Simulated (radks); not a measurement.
Problem. The mean radii <r> (bohr) of the occupied orbitals of an atom or ion are listed with their occupations. Method: non-relativistic Kohn-Sham, PBE, spin-unpolarised, spherical densities, point nucleus; computed with a radial shooting solver on a logarithmic mesh with Libxc functionals.

orbital  occ.     <r>
1s          2  0.3283
2s          1   1.643
7p          1   31.56

Name the element and its charge.

Solution. Z = 5, boron, charge +1: B+ in [He] 2s1 7p1. The 1s radius gives Z: for a bare nucleus <r> = 1.5/Z, 0.3 bohr for Z = 5, and screening makes it slightly larger (0.3283 here). The occupations add up to 4, and the charge is Z minus that.
